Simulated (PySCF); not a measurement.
Structure problem from calculated spectra and properties.

Formula: C6H8P2.

* Triplet: lowest triplet excitation (Tamm–Dancoff): 1.89 eV [TDA PBE0/def2-SVPD]
* 13C NMR: chemical shifts (computed TMS as zero) by class: 165.4 (1 C), 142.2 (1 C), 86.9 (1 C), 75.5 (1 C), 29.6 (1 C), 22.4 (1 C) ppm [GIAO PBE0/pcSseg-1]
* UV, strongest line: among the 8 lowest singlet transitions: S2 at 3.86 eV (321 nm, f = 0.208) [TDDFT PBE0/def2-SVPD]
* Rotational structure: rotational constants A, B, C: 4.966, 0.625, 0.559 GHz [GFN2-xTB]
* Dipole: 1.30 D [PBE0/def2-SVPD]
* 1H NMR: chemical shifts (computed TMS as zero) by class: 6.76 (1 H), 6.03 (1 H), 3.77 (2 H), 2.78 (3 H), 1.55 (1 H) ppm [GIAO PBE0/pcSseg-1]
* UV, first state: lowest singlet excitation: 3.07 eV (403 nm, f = 0.000) [TDDFT PBE0/def2-SVPD]

Gas-phase values; electronic properties from PySCF, density fitting. Levels stand in brackets. Isolated species at its GFN2-xTB geometry (one conformer only). GFN2-xTB frequencies show an imaginary mode (30i cm⁻¹), so this geometry is no minimum at that level. NMR values are class means; diastereotopic atoms form classes of their own.

Question: Give a SMILES that accounts for the data.

Answer: Numbering: `[CH:1]#[C:2][CH2:3]/[P:4]=[P:5]/[C:6](=[CH2:7])[CH3:8]`. 6 carbons fall into 6 classes; from least to most shielded: fully substituted alkene carbon [C6] (165.4 ppm), terminal =CH2 carbon [C7] (142.2 ppm), alkyne carbon [C2] (86.9 ppm), terminal alkyne carbon [C1] (75.5 ppm), allylic carbon [C8] (29.6 ppm), sp3 carbon bound to phosphorus [C3] (22.4 ppm). Hydrogen classes from least to most shielded: 1 H on a terminal =CH2 carbon, C7 (6.76 ppm), 1 H on a terminal =CH2 carbon, C7 (6.03 ppm), 2 H on an sp3 carbon bound to phosphorus, C3 (3.77 ppm), 3 H on an allylic carbon, C8 (2.78 ppm), 1 H on a terminal alkyne carbon, C1 (1.55 ppm). S1 is mainly HOMO−1→LUMO (weight 0.99); the largest Löwdin shares of the orbital it empties are 0.40 on a phosphorus bonded to C and P, 0.39 on a phosphorus bonded to C and P, 0.07 on the sp3 carbon bound to phosphorus and 0.06 on the fully substituted alkene carbon, of the orbital it fills 0.39 on a phosphorus bonded to C and P, 0.32 on a phosphorus bonded to C and P, 0.11 on the terminal =CH2 carbon and 0.07 on the fully substituted alkene carbon. The optimised geometry has point group Cs and is an asymmetric top. Structure: `C#CC/P=P/C(=C)C`. Computed isomers that give other values at the same levels: `Cc1ccpc(C)p1` (13C chemical shifts (computed TMS as zero) by class: 220.5 (1 C), 178.9 (1 C), 163.4 (1 C), 137.6 (1 C), 31.1 (1 C), 29.2 (1 C) ppm); `Cc1pccpc1C` (13C chemical shifts (computed TMS as zero) by class: 179.1 (2 C), 166.9 (2 C), 28.4 (2 C) ppm); `Pc1ccccc1P` (13C chemical shifts (computed TMS as zero) by class: 142.7 (2 C), 137.9 (2 C), 134.2 (2 C) ppm). The assignments are read from this structure; whether some other isomer fits the data as well wasn't checked.

Conformer computed: `[CH:1]#[C:2][CH2:3]/[P:4]=[P:5]/[C:6](=[CH2:7])[CH3:8]`: C2–C3–P4–P5 180°, P4–P5–C6–C7 180°.
